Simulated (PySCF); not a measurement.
## How methods differ on the excitation energy of Mo

Mo [Kr] 4d5 5s1 (7S) → Mo [Kr] 4d5 5p1 (7P), as a difference of total energies. Computed with PySCF 2.14 in ANO-RCC-VTZP (7s6p4d2f1g, 68 functions), with the spin-free X2C one-electron Hamiltonian (Gaussian nucleus). The calculations carry no spin-orbit coupling.

| method | excitation energy (cm⁻¹) |
| --- | --- |
| LDA | 27905 |
| PBE | 27164 |
| PBE0 | 26606 |
| r2SCAN | 28002 |
| r2SCANh | 27754 |
| B2PLYP | 26250 |

The basis was made for the ground configuration and has no added diffuse functions, so the excitation energy can come out too high.

The determinant of the upper state mixes LS terms, which raises its energy above the lowest term, most at the Hartree-Fock and MP2 levels.
